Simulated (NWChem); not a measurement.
System: C$_{4}$H$_{5}$O$_{2}$, doublet; SMILES C(C)(O)=C[C]=O

Excerpt of the output:

```
             Northwest Computational Chemistry Package (NWChem) 7.3.0
             --------------------------------------------------------

                             Geometry "geometry" -> ""
                             -------------------------

 Output coordinates in angstroms (scale by  1.889725989 to convert to a.u.)

  No.       Tag          Charge          X              Y              Z
 ---- ---------------- ---------- -------------- -------------- --------------
    1 C                    6.0000     0.56079800     2.18210300    -0.05833000
    2 C                    6.0000     0.09586300     0.75983900    -0.03897400
    3 O                    8.0000    -1.20098600     0.61238300    -0.27802900
    4 C                    6.0000     0.92886500    -0.32491200     0.20722700
    5 C                    6.0000     0.35508900    -1.63783100     0.20002700
    6 O                    8.0000    -0.81541600    -1.93355100    -0.00281200
    7 H                    1.0000     0.01280100     2.76498800     0.71062000
    8 H                    1.0000     1.64621900     2.25870400     0.12833100
    9 H                    1.0000     0.32042500     2.64166500    -1.03907700
   10 H                    1.0000    -1.39578700    -0.37815800    -0.23754200
   11 H                    1.0000     1.99782900    -0.17681400     0.40256900

 Effective nuclear repulsion energy (a.u.)     218.0551263344

  xc_inp: hfexch multiplicative factor not found.

                                 NWChem DFT Module
                                 -----------------

 Summary of "ao basis" -> "ao basis" (spherical)
 ------------------------------------------------------------------------------
       Tag                 Description            Shells   Functions and Types
 ---------------- ------------------------------  ------  ---------------------
 C                           6-31g*                  6       14   3s2p1d
 O                           6-31g*                  6       14   3s2p1d
 H                           6-31g*                  2        2   2s

            General Information
            -------------------
          SCF calculation type: DFT
          Wavefunction type:  spin polarized.
          No. of atoms     :    11
          No. of electrons :    45
           Alpha electrons :    23
            Beta electrons :    22
          Charge           :     0
          Spin multiplicity:     2
          Use of symmetry is: off; symmetry adaption is: off
          Maximum number of iterations: 150
          AO basis - number of functions:    94
                     number of shells:    46
          Convergence on energy requested:  1.00D-06
          Convergence on density requested:  1.00D-05
          Convergence on gradient requested:  5.00D-04

              XC Information
              --------------
                     Hartree-Fock (Exact) Exchange  1.000

      Superposition of Atomic Density Guess
      -------------------------------------

 Sum of atomic energies:        -302.64088375

      Non-variational initial energy
      ------------------------------

 Total energy =    -305.680162
 1-e energy   =    -843.843608
 2-e energy   =     320.108320
 HOMO         =      -0.109886
 LUMO         =      -0.016798

     ---------------------------------------------
      Total Density - Mulliken Population Analysis
     ---------------------------------------------

[...]

                     NWChem Electrostatic Potential Fit Module
                     -----------------------------------------

 Atom parameters

 Number of atoms is                                   11
 Number of basis functions is                         94

 Grid parameters

 Maximum number of grid points is                  39824
 Number of grid points is                          39823
 Grid range                                     0.300000 nm
 Grid spacing                                   0.020000 nm
 Probe radius                                   0.070000 nm
 Atom radius factor                             1.000000

 Atomic radii

    1    0.100000
    6    0.147000
    8    0.136000
 FASTESP  F
  using M.O. file = ./job.movecs

    Atom              Coordinates                           Charge

                                                  ESP

    1 C     0.056080    0.218210   -0.005833   -0.321412
    2 C     0.009586    0.075984   -0.003897    0.711443
    3 O    -0.120099    0.061238   -0.027803   -0.664923
    4 C     0.092887   -0.032491    0.020723   -0.603343
    5 C     0.035509   -0.163783    0.020003    0.385763
    6 O    -0.081542   -0.193355   -0.000281   -0.517087
    7 H     0.001280    0.276499    0.071062    0.114115
    8 H     0.164622    0.225870    0.012833    0.083818
    9 H     0.032043    0.264167   -0.103908    0.115472
   10 H    -0.139579   -0.037816   -0.023754    0.523388
   11 H     0.199783   -0.017681    0.040257    0.172767
                                            ------------
                                               -0.000000

 Dipole moment                                  1.416695

 Quadrupole moment Qxx                          1.606085
                   Qyy                         -3.145302
                   Qzz                          1.539217

 RMS deviation kJ/mol                           0.072072

 RRMS %                                        28.633264
```

Level: UHF/6-31G* (spherical d). All runs use the structure optimised with PBE-D3(BJ)/def2-SVP, spin-unrestricted. No frequency run checked for a minimum. No stability test was run on the SCF state.

**Question.** Which NWChem input produces such a log?

**Answer.** Several could match; the one computed here: the input that was run:
```
start job
memory heap 200 mb stack 900 mb global 1100 mb
geometry units angstroms noautosym nocenter noautoz
  C      0.560798     2.182103    -0.058330
  C      0.095863     0.759839    -0.038974
  O     -1.200986     0.612383    -0.278029
  C      0.928865    -0.324912     0.207227
  C      0.355089    -1.637831     0.200027
  O     -0.815416    -1.933551    -0.002812
  H      0.012801     2.764988     0.710620
  H      1.646219     2.258704     0.128331
  H      0.320425     2.641665    -1.039077
  H     -1.395787    -0.378158    -0.237542
  H      1.997829    -0.176814     0.402569
end
basis spherical
  * library 6-31g*
end
dft
  odft
  mult 2
  xc hfexch
  iterations 150
  mulliken
end
task dft energy
esp
  recalculate
  probe 0.07
  range 0.3
  factor 1.0
  spacing 0.02
end
task esp
```
